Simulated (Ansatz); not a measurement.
Species: [Hf(Br)4] (charge 0, multiplicity 1).

Question: Give a relaxed geometry from r2SCAN-D4/def2-SVP run with Ansatz (a first-principles code).

Answer: the end point of this relaxation.
Cartesian coordinates (Å) in one orientation:
```xyz
5

Hf     0.000     0.000     0.000
Br     0.105     2.218    -1.101
Br     1.481    -0.006     1.987
Br     0.744    -1.749    -1.591
Br    -2.331    -0.463     0.705
```
